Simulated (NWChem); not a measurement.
System: Si₂H₅O cation

The following NWChem deck was run.

```
start job
memory heap 200 mb stack 900 mb global 1100 mb
charge 1
geometry units angstroms noautosym nocenter noautoz
  Si     0.003501     1.691948    -0.000533
  O      0.028555     0.128321    -0.005185
  Si    -0.000013    -1.624480    -0.000110
  H     -1.301007     2.381055     0.007180
  H      1.287730     2.417594    -0.004735
  H      1.073950    -2.004841     0.944955
  H     -1.362522    -1.982089     0.454929
  H      0.279491    -1.978275    -1.410514
end
basis spherical
  Si library 6-311g**
  O library 6-311g**
  H library 6-311g**
end
dft
  xc b3lyp
  iterations 150
end
property
  shielding
  efieldgrad
end
task dft property
```

NWChem printed, in part:

```
             Northwest Computational Chemistry Package (NWChem) 7.3.0
             --------------------------------------------------------

                             Geometry "geometry" -> ""
                             -------------------------

 Output coordinates in angstroms (scale by  1.889725989 to convert to a.u.)

  No.       Tag          Charge          X              Y              Z
 ---- ---------------- ---------- -------------- -------------- --------------
    1 Si                  14.0000     0.00350100     1.69194800    -0.00053300
    2 O                    8.0000     0.02855500     0.12832100    -0.00518500
    3 Si                  14.0000    -0.00001300    -1.62448000    -0.00011000
    4 H                    1.0000    -1.30100700     2.38105500     0.00718000
    5 H                    1.0000     1.28773000     2.41759400    -0.00473500
    6 H                    1.0000     1.07395000    -2.00484100     0.94495500
    7 H                    1.0000    -1.36252200    -1.98208900     0.45492900
    8 H                    1.0000     0.27949100    -1.97827500    -1.41051400

 Effective nuclear repulsion energy (a.u.)     146.8837511393

                              NWChem Property Module
                              ----------------------

  itol2e modified to match energy
  convergence criterion.

                                 NWChem DFT Module
                                 -----------------

 Summary of "ao basis" -> "ao basis" (spherical)
 ------------------------------------------------------------------------------
       Tag                 Description            Shells   Functions and Types
 ---------------- ------------------------------  ------  ---------------------
 Si                         6-311g**                12       26   6s5p1d
 O                          6-311g**                 8       18   4s3p1d
 H                          6-311g**                 4        6   3s1p

  itol2e modified to match energy
  convergence criterion.

            General Information
            -------------------
          SCF calculation type: DFT
          Wavefunction type:  closed shell.
          No. of atoms     :     8
          No. of electrons :    40
           Alpha electrons :    20
            Beta electrons :    20
          Charge           :     1
          Spin multiplicity:     1
          Use of symmetry is: off; symmetry adaption is: off
          Maximum number of iterations: 150
          AO basis - number of functions:   100
                     number of shells:    52
          Convergence on energy requested:  1.00D-07
          Convergence on density requested:  1.00D-05
          Convergence on gradient requested:  5.00D-04

              XC Information
              --------------
                         B3LYP Method XC Potential
                     Hartree-Fock (Exact) Exchange  0.200
                        Slater Exchange Functional  0.800 local
                    Becke 1988 Exchange Functional  0.720 non-local
              Lee-Yang-Parr Correlation Functional  0.810
                  VWN I RPA Correlation Functional  0.190 local

             Grid Information
             ----------------
          Grid used for XC integration:  fine
          Radial quadrature: Mura-Knowles
          Angular quadrature: Lebedev.
          Tag              B.-S. Rad. Rad. Pts. Rad. Cut. Ang. Pts.
          ---              ---------- --------- --------- ---------
          Si                  1.10      123          12.0       770
          O                   0.60       70           8.0       590
          H                   0.35       60          13.0       590
          Grid pruning is: on
          Number of quadrature shells:   616
          Spatial weights used:  Erf1

      Superposition of Atomic Density Guess
      -------------------------------------

 Sum of atomic energies:        -654.94836195

 Renormalizing density from      41.00 to     40

      Non-variational initial energy
      ------------------------------

 Total energy =    -645.611170
 1-e energy   =   -1169.440231
 2-e energy   =     376.945310
 HOMO         =      -0.657852
 LUMO         =      -0.329500

   convergence    iter        energy       DeltaE   RMS-Dens  Diis-err
 ---------------- ----- ----------------- --------- --------- ---------
 d= 0,ls=0.0,diis     1   -656.8497724381 -8.04D+02  2.00D-02  3.20D+00
 d= 0,ls=0.0,diis     2   -655.9764922475  8.73D-01  1.74D-02  9.68D+00
 d= 0,ls=0.0,diis     3   -656.9977806650 -1.02D+00  2.68D-03  6.69D-01
 d= 0,ls=0.0,diis     4   -657.0510151632 -5.32D-02  6.67D-04  5.17D-03
 d= 0,ls=0.0,diis     5   -657.0515575621 -5.42D-04  1.68D-04  4.27D-04
  Resetting Diis
 d= 0,ls=0.0,diis     6   -657.0516221462 -6.46D-05  2.86D-05  3.70D-05
 d= 0,ls=0.0,diis     7   -657.0516252665 -3.12D-06  7.02D-06  4.65D-07
 d= 0,ls=0.0,diis     8   -657.0516252731 -6.57D-09  3.29D-06  5.17D-07

         Total DFT energy =     -657.051625273105
      One electron energy =    -1192.458695968524
           Coulomb energy =      440.660944795818
    Exchange-Corr. energy =      -52.137625239747
 Nuclear repulsion energy =      146.883751139348

 Numeric. integr. density =       40.000000031391

                       DFT Final Molecular Orbital Analysis
                       ------------------------------------

 Vector   18  Occ=2.000000D+00  E=-5.744991D-01
              MO Center= -2.4D-02,  8.2D-01,  5.2D-02, r^2= 3.9D+00
   Bfn.  Coefficient  Atom+Function         Bfn.  Coefficient  Atom+Function
  ----- ------------  ---------------      ----- ------------  ---------------
    37      0.285764  2 O  px                33      0.258442  2 O  px
    72      0.182582  4 H  s                 29      0.180948  2 O  px
    78     -0.181847  5 H  s                 16     -0.179977  1 Si px
    73      0.163307  4 H  s                 79     -0.163658  5 H  s
    60      0.132190  3 Si px                71      0.111393  4 H  s

 Vector   19  Occ=2.000000D+00  E=-5.148615D-01
              MO Center=  2.5D-01, -1.6D+00, -3.8D-01, r^2= 2.6D+00
   Bfn.  Coefficient  Atom+Function         Bfn.  Coefficient  Atom+Function
  ----- ------------  ---------------      ----- ------------  ---------------
    62      0.278851  3 Si pz                96     -0.268298  8 H  s
    97     -0.181016  8 H  s                 84      0.180033  6 H  s
    95     -0.160790  8 H  s                 59      0.158251  3 Si pz
    39     -0.149253  2 O  pz                35     -0.130903  2 O  pz
    56     -0.121601  3 Si pz                85      0.121194  6 H  s

 Vector   20  Occ=2.000000D+00  E=-5.088452D-01
              MO Center= -2.3D-01, -1.4D+00,  3.4D-01, r^2= 3.0D+00
   Bfn.  Coefficient  Atom+Function         Bfn.  Coefficient  Atom+Function
  ----- ------------  ---------------      ----- ------------  ---------------
    60      0.255558  3 Si px                90     -0.251048  7 H  s
    37     -0.213982  2 O  px                84      0.198819  6 H  s
    33     -0.187107  2 O  px                91     -0.170616  7 H  s
    89     -0.149150  7 H  s                 57      0.147442  3 Si px
    85      0.134453  6 H  s                 29     -0.130874  2 O  px

 Vector   21  Occ=0.000000D+00  E=-3.121497D-01
              MO Center=  8.6D-03,  1.6D+00, -8.6D-03, r^2= 2.6D+00
   Bfn.  Coefficient  Atom+Function         Bfn.  Coefficient  Atom+Function
  ----- ------------  ---------------      ----- ------------  ---------------
    18      0.580784  1 Si pz                21      0.362801  1 Si pz
    39     -0.268123  2 O  pz                15      0.214150  1 Si pz
    35     -0.164345  2 O  pz                12     -0.161885  1 Si pz
    31     -0.121661  2 O  pz                65     -0.121057  3 Si pz
    97     -0.117748  8 H  s                  9     -0.093877  1 Si pz

 Vector   22  Occ=0.000000D+00  E=-2.211396D-01
              MO Center=  1.5D-03,  1.2D+00,  7.5D-03, r^2= 4.8D+00
   Bfn.  Coefficient  Atom+Function         Bfn.  Coefficient  Atom+Function
  ----- ------------  ---------------      ----- ------------  ---------------
     6      1.233631  1 Si s                 36     -0.656759  2 O  s
    79     -0.480055  5 H  s                 73     -0.474773  4 H  s
     5      0.309410  1 Si s                 72     -0.220466  4 H  s
    78     -0.220711  5 H  s                 61      0.205511  3 Si py
    64      0.200351  3 Si py                32     -0.196517  2 O  s

[...]

          -----------------------------------------
          Chemical Shielding Tensors (GIAO, in ppm)
          -----------------------------------------

                                NWChem CPHF Module
                                ------------------

  scftype          =     RHF
  nclosed          =       20
  nopen            =        0
  variables        =     1600
  # of vectors     =        3
  tolerance        = 0.10D-03
  level shift      = 0.00D+00
  max iterations   =       50
  max subspace     =       30

 SCF residual:    3.9107662203830592E-004

Iterative solution of linear equations
  No. of variables     1600
  No. of equations        3
  Maximum subspace       30
        Iterations       50
       Convergence  1.0D-04

   iter   nsub   residual    time
   ----  ------  --------  ---------
     1      3    5.53D-01      76.4
     2      6    2.47D-02      83.1
     3      9    2.05D-03      89.7
     4     12    1.31D-04      96.1
     5     15    2.19D-06     102.7

      Atom:    1  Si
        Diamagnetic
    874.5298     -0.0946      0.0249
     -0.0946    881.3720      0.0056
      0.0249      0.0056    880.3124

        Paramagnetic
   -631.6127      1.4069      0.2464
      1.4069   -745.2193     -0.8214
      0.2464     -0.8214   -579.8707

        Total Shielding Tensor
    242.9171      1.3124      0.2713
      1.3124    136.1527     -0.8158
      0.2713     -0.8158    300.4417

           isotropic =     226.5038
          anisotropy =     110.9147

          Principal Components and Axis System
                 1           2           3
              300.4470    242.9321    136.1325

      1         0.0046      0.9999     -0.0123
      2        -0.0049      0.0123      0.9999
      3         1.0000     -0.0045      0.0050

      Atom:    2  O
        Diamagnetic
    381.8558     -0.2636      0.0112
     -0.2636    428.9435      0.0256
      0.0112      0.0256    385.5838

        Paramagnetic
   -395.0610     -5.5001      1.7747
     -5.5001   -387.6070      1.7473
      1.7747      1.7473    -30.0825

        Total Shielding Tensor
    -13.2052     -5.7637      1.7859
     -5.7637     41.3365      1.7729
      1.7859      1.7729    355.5014

           isotropic =     127.8776
          anisotropy =     341.4632

          Principal Components and Axis System
                 1           2           3
              355.5197     41.9310    -13.8180

      1         0.0048     -0.1041      0.9946
      2         0.0056      0.9946      0.1041
      3         1.0000     -0.0050     -0.0053

      Atom:    3  Si
        Diamagnetic
    873.1820      0.1473     -0.0034
      0.1473    886.8355      0.0172
     -0.0034      0.0172    873.3366

        Paramagnetic
   -574.2972      0.0254      0.4609
      0.0254   -472.6190      1.9070
      0.4609      1.9070   -570.1521

        Total Shielding Tensor
    298.8848      0.1727      0.4575
      0.1727    414.2166      1.9242
      0.4575      1.9242    303.1845

           isotropic =     338.7619
          anisotropy =     113.2324

          Principal Components and Axis System
                 1           2           3
              414.2502    303.1990    298.8366

      1         0.0016      0.1047      0.9945
      2         0.9998     -0.0174      0.0003
      3         0.0173      0.9943     -0.1048

      Atom:    4  H
        Diamagnetic
     32.1124     -6.4137     -0.0692
     -6.4137     26.5021      0.0381
     -0.0692      0.0381     21.6693

        Paramagnetic
     -4.3691      2.8666      0.0416
      2.8666     -1.3228     -0.0015
      0.0416     -0.0015     -0.0295

        Total Shielding Tensor
     27.7433     -3.5472     -0.0276
     -3.5472     25.1793      0.0365
     -0.0276      0.0365     21.6398

           isotropic =      24.8541
          anisotropy =       8.0687

          Principal Components and Axis System
                 1           2           3
               30.2332     22.6898     21.6394

      1         0.8185      0.5745     -0.0035
      2        -0.5745      0.8184     -0.0138
      3        -0.0051      0.0134      0.9999

      Atom:    5  H
        Diamagnetic
     31.7552      6.5662     -0.0269
      6.5662     26.8479     -0.0208
     -0.0269     -0.0208     21.6994

        Paramagnetic
     -4.1731     -2.9688     -0.0020
     -2.9688     -1.4740      0.0229
     -0.0020      0.0229     -0.0890

        Total Shielding Tensor
     27.5821      3.5974     -0.0289
      3.5974     25.3740      0.0021
     -0.0289      0.0021     21.6105

           isotropic =      24.8555
          anisotropy =       8.0783

          Principal Components and Axis System
                 1           2           3
               30.2410     22.7154     21.6101

      1         0.8042     -0.5943      0.0122
      2         0.5944      0.8041     -0.0122
      3        -0.0026      0.0171      0.9999

      Atom:    6  H
        Diamagnetic
     28.9258     -3.6750      6.1554
     -3.6750     26.9031     -3.2442
      6.1554     -3.2442     27.4260

        Paramagnetic
     -2.9492      1.9197     -3.5088
      1.9197     -0.5211      1.5651
     -3.5088      1.5651     -2.3047

        Total Shielding Tensor
     25.9767     -1.7554      2.6467
     -1.7554     26.3820     -1.6791
      2.6467     -1.6791     25.1213

           isotropic =      25.8267
          anisotropy =       6.1130

          Principal Components and Axis System
                 1           2           3
               29.9020     24.7181     22.8599

      1         0.6195      0.4723     -0.6271
      2        -0.5676      0.8213      0.0578
      3         0.5423      0.3201      0.7768

      Atom:    7  H
        Diamagnetic
     33.2623      4.5499     -3.7804
      4.5499     26.7582     -1.4998
     -3.7804     -1.4998     23.2420

        Paramagnetic
     -5.4716     -2.3237      2.1814
     -2.3237     -0.4620      0.7161
      2.1814      0.7161      0.1174

        Total Shielding Tensor
     27.7907      2.2262     -1.5989
      2.2262     26.2962     -0.7836
     -1.5989     -0.7836     23.3593

           isotropic =      25.8154
          anisotropy =       6.0769

          Principal Components and Axis System
                 1           2           3
               29.8666     24.7385     22.8411

      1         0.7924     -0.5328      0.2971
      2         0.5514      0.8339      0.0251
      3        -0.2611      0.1439      0.9545

      Atom:    8  H
        Diamagnetic
     22.4077     -0.8943     -2.3723
     -0.8943     26.8053      4.6506
     -2.3723      4.6506     34.0626

        Paramagnetic
      0.7501      0.4806      1.3289
      0.4806     -0.4438     -2.2473
      1.3289     -2.2473     -6.0032

        Total Shielding Tensor
     23.1578     -0.4137     -1.0435
     -0.4137     26.3615      2.4033
     -1.0435      2.4033     28.0594

           isotropic =      25.8596
          anisotropy =       6.1135

          Principal Components and Axis System
                 1           2           3
               29.9352     24.7010     22.9424

      1        -0.1592      0.1472      0.9762
      2         0.5635      0.8254     -0.0326
      3         0.8106     -0.5450      0.2144
```

Level: B3LYP/6-311G** (spherical d), GIAO. Coordinates come from a PBE0/def2-SVP optimisation. NWChem prints the field gradient with the sign opposite to the second derivative of the potential. The printed shielding anisotropy is the first printed principal value minus the mean of the other two.
